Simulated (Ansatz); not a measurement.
`B[SiH](F)[SiH2][SiH3]` and `B[SiH](F)BO` differ in one atom or group.

Ansatz, PBE0-D4/def2-TZVP geometries, multiplicity 1. Each molecule was computed in one conformer, which needn't be the lowest.

```csv
property,`B[SiH](F)[SiH2][SiH3]`
LUMO energy (B3LYP/def2-TZVPP) / eV,-2.89
HOMO–LUMO gap (B3LYP/def2-TZVPP) / eV,4.72
size of the dipole moment (ωB97M-V/def2-TZVPP) / D,1.18
HOMO–LUMO gap (PBE/def2-TZVPP) / eV,3.07
size of the dipole moment (B3LYP/def2-TZVPP) / D,1.20
HOMO–LUMO gap (ωB97M-V/def2-TZVPP) / eV,8.99
```

Question: What does the change do to each property? (Best estimate.)

Answer: Computed: 
```csv
property,`B[SiH](F)BO`,shift
LUMO energy (B3LYP/def2-TZVPP) / eV,-2.89,0.00
HOMO–LUMO gap (B3LYP/def2-TZVPP) / eV,4.58,-0.14
size of the dipole moment (ωB97M-V/def2-TZVPP) / D,2.26,1.08
HOMO–LUMO gap (PBE/def2-TZVPP) / eV,2.82,-0.25
size of the dipole moment (B3LYP/def2-TZVPP) / D,2.24,1.04
HOMO–LUMO gap (ωB97M-V/def2-TZVPP) / eV,9.00,0.01
```

The zero-point energy changes by -37.0 kJ/mol with -9 modes. Dipoles are sizes alone; their direction can turn.

B3LYP here is the variant with VWN-RPA as its local correlation; programs differ in this.
